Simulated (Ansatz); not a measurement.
Input for Ansatz (development build ahead of 0.2.0):

```yaml
crystal:
  periodic: [false, false, false]
  atoms:
    - { symbol: Be, position_ang: [0.0, 0.0, 0.0] }
    - { symbol: B, position_ang: [0.97891, 1.30521, 2.82587] }
basis:
  gaussian: { orbitals: STO-3G }
magnetization:
  initial_magnetization: 1
hamiltonian:
  xc: hf
correlation:
  method: fci
  frozen_orbitals: { B: 1, Be: 0 }
```

The input is written out in the form of the current development build from the run's settings.

Output:

```yaml
Converged: yes
Total_energy: -38.59589 hartree
State: lowest doublet root, of any spatial symmetry
```
